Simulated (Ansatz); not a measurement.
Reaction (SMILES): ClC(Cl)(Cl)Cl [tetrachloromethane] -> Cl[C](Cl)Cl + Cl atom (the C-Cl bond at the site shown breaks; other sites are not compared here)
Structures are relaxed separately at B3LYP-D3(BJ)/def2-TZVP in Ansatz (a first-principles code).

Wanted: bond dissociation energy (electronic energy difference), in eV. Correlated levels leave the core frozen unless marked. UHF or UKS for open shells. Spin-orbit coupling is left out. Non-relativistic. Basis-set limits of correlation are two-point, X^-3; Hartree-Fock from the larger set. [CCSD(T)-MP2]/basis is that difference in the basis named.

RI-MP2/CBS(cc-pV(T+d)Z,cc-pV(Q+d)Z)+[CCSD(T)-MP2]/cc-pV(T+d)Z (Ansatz) gives 3.06 eV.

Q: Another calculation gave 2.58 eV. Which level was it?
A) SVWN5/def2-TZVPD (Ansatz)
B) BLYP/def2-TZVPD (Ansatz)
C) LC-wPBE/def2-TZVPD (Ansatz)
D) B2GP-PLYP/def2-TZVPD (Ansatz)

A: B, BLYP/def2-TZVPD (Ansatz). The others give 2.83 (B2GP-PLYP), 2.70 (LC-wPBE), 3.67 (SVWN5) eV.
